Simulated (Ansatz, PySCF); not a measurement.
Gas-phase reaction in SMILES: C=O (CH2O) [formaldehyde] → [CH-]=O + H+
Each molecule is optimised on its own at B3LYP-D3(BJ)/def2-TZVP (Ansatz, an electronic-structure program).

Quantity: gas-phase deprotonation energy (enthalpy at 298 K, with B3LYP-D3(BJ) rigid-rotor harmonic-oscillator terms from PySCF), in eV. Correlated levels leave the core frozen unless marked. No spin-orbit coupling. No relativistic terms. Anions need diffuse functions: def2-D sets add few; the other sets have none. CBS marks a two-point X^-3 extrapolation of the correlation energy; Hartree-Fock from the larger set.

| level | program | gas-phase deprotonation energy (eV) |
|---|---|---|
| PBE-D3(BJ)/def2-TZVPD | Ansatz + dftd3 | 17.00 |

Question: Predict the CCSD(T)/CBS(def2-TZVPPD,def2-QZVPPD) result (Ansatz).

Answer: 17.17 eV
